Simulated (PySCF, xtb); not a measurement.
Al2O, SMILES [O]([Al])[Al] (connectivity only; charge and spin as stated), neutral, multiplicity 1.

GFN2-xTB in xtb 6.7.1 at its own geometry gives an orbital gap of 2.63 eV and a dipole moment of 0.00 D.

The structure is a stationary point at r2SCAN-D4/def2-TZVP.

Q: What does PBE/def2-TZVPD in PySCF give? (An estimate is asked for; the answer gives what the named calculation found.)

A: gap 3.37 eV (levels -5.24 and -1.87 eV), dipole 0.00 D.
